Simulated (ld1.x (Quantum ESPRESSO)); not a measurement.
## B (Z = 5), TM: configuration errors across variants

ld1.x (Quantum ESPRESSO) 7.5 input, shortened:

```
&input
   title='B', zed=5., rel=1, dft='PBE', iswitch=3,
   config='[He] 2s2 2p1'
 /
 &inputp
   pseudotype=2, tm=.true., lloc=-2, rcloc=2.15,
   nlcc=.false.
 /
2
2S  1  0   2.00   0.00  1.10  1.10  0.0
2P  2  1   1.00   0.00  3.35  3.35  0.0
 &test
   configts(1)='2s2 2p1'
 /
```

All-electron excitation energies from the reference (eV): (1) 2s2 2p0 8.220; (2) 2s1 2p0 33.642; (3) 2s2 2p0.5 2.887; (4) 2s2 2p1.3 -0.738; (5) 2s1 2p2 5.851; (6) 2s1 2p1 14.361; (7) 2s0 2p3 11.721.

2 further variants failed, have other tests or another functional or relativity, and are left out.

A true bound ghost makes a file unfit for plane-wave use even where its test errors are small: the radial tests pick states by their node count and pass the ghost by.

Errors AE − PS in meV (a dash: test not solved or not reliable):

```csv
change,(1),(2),(3),(4),(5),(6),(7),bound ghosts
base,+78,+245,+9.5,+0.4,-20,-90,-80,s
wave 2s (bound): rc 1.10 bohr becomes 2s (bound): rc 1.44 bohr,+77,+243,+9.3,+0.4,-21,-90,-84,s
local potential the s channel,+128,+390,+18,+1.7,-20,-66,-79,none
"all radii scaled by about 0.85 (s 0.94, p 2.86 bohr); local potential all-electron potential smoothed inside 1.84 bohr (lloc = -2)",+70,+227,+9.2,+0.7,-4.8,-37,+3.0,none
wave 2p (bound): rc 3.35 bohr becomes 2p (bound): rc 2.74 bohr,+12,+71,-1.1,-0.7,-5.5,-59,-29,s
"all radii scaled by about 0.80 (s 0.88, p 2.68 bohr); local potential all-electron potential smoothed inside 1.72 bohr (lloc = -2)",+66,+205,+8.8,+0.8,+8.7,-27,+69,none
```

(1) Give the same row for: local potential all-electron potential smoothed inside 2.54 bohr (lloc = -2).

Results:

(1) +135, +417, +19, +1.7, -20, -66, -80; bound ghosts: none.
